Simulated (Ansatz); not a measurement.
The cluster Li₂Sn₂⁻. Charge -1, multiplicity 4. Geometry PBE-D4/def2-TZVPD; atoms count from 1.

```xyz
4

Li    2.0749   -1.2516   -0.4351
Li   -0.8313   -1.0183   -0.6742
Sn   -2.0446    1.1913    0.6572
Sn    0.8010    1.0786    0.4522
```

In the def2 sets Sn takes a core potential; there is no spin–orbit coupling. The highest occupied level of the charge -1 quartet lies above zero (up to 0.08 eV). It is a level of α spin, whose loss leaves a triplet; that state wasn't run at this geometry and level. The electron is either unbound and held by the finite basis, or the level is raised by self-interaction error. At PBE0-D4/def2-TZVPD a doublet of charge -1 lies 0.85 eV below the quartet, each at its own geometry. The structure comes from a short search, and lower isomers may exist.

Problem. Estimate the Mulliken populations from the PBE0/def2-TZVPD orbitals of Ansatz.

Solution. 
| atom | charge (e) | spin (α − β) |
| --- | --- | --- |
| Li1 | -0.05 | 0.49 |
| Li2 | 0.04 | 0.45 |
| Sn3 | -0.45 | 1.19 |
| Sn4 | -0.55 | 0.87 |
Mulliken values and Mayer orders depend strongly on the basis. With diffuse functions, as here, like atoms can get unlike values, and bond orders can come out too low or too high.

Problem. Where does the spin sit?

Solution. Summed by element: Li 0.94, Sn 2.06, of 3 unpaired in all. Largest on single atoms: Sn3 1.19, Sn4 0.87, Li1 0.49.

Problem. And the Mayer bond orders between bonded heavy atoms (over 0.3)?

Solution. Li1–Li2 0.38 (2.93 Å); Li1–Sn4 0.79 (2.80 Å); Li2–Sn3 0.54 (2.85 Å); Li2–Sn4 0.52 (2.89 Å); Sn3–Sn4 1.31 (2.86 Å).
